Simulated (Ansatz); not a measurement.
Species: [Zn(F)(CH3)] (charge 0, multiplicity 1).

### Question
Give a relaxed geometry from PBE-D3(BJ)/def2-SVP in Ansatz (a program for electronic structure).

### Answer
the end point of this relaxation.
Cartesian coordinates (Å) in one orientation:
```xyz
6

Zn    -0.003     0.000     0.005
F      0.836    -0.049    -1.537
C     -0.920     0.054     1.692
H     -0.229     0.366     2.502
H     -1.327    -0.945     1.947
H     -1.761     0.775     1.656
```
